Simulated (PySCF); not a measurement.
## How methods differ on the excitation energy of Rh

Rh [Kr] 4d8 5s1 (4F) → Rh [Kr] 4d7 5s2 (4F), as a difference of total energies. All numbers are calculated (PySCF 2.14, a scalar-relativistic core potential, in aug-cc-pVDZ-PP with ECP28MDF (5s5p4d2f, 54 functions)). Correlated levels: valence: 4s2 4p6 frozen. The calculations carry no spin-orbit coupling.

| method | excitation energy (eV) |
| --- | --- |
| UHF | 1.286 |
| LDA | 1.766 |
| PBE | 1.843 |
| PBE0 | 1.813 |
| r2SCAN | 1.782 |
| wB97M-V | 1.480 |
| M06-2X | 1.608 |
| r2SCAN0 | 1.739 |
| BP86 | 1.845 |
| MP2 (valence) | 1.624 |
| SCS-MP2 (valence) | 1.521 |

Q: How much does correlation contribute at MP2 (valence)?

A: 1.624 − (1.286) = 0.338 eV, measured against UHF.
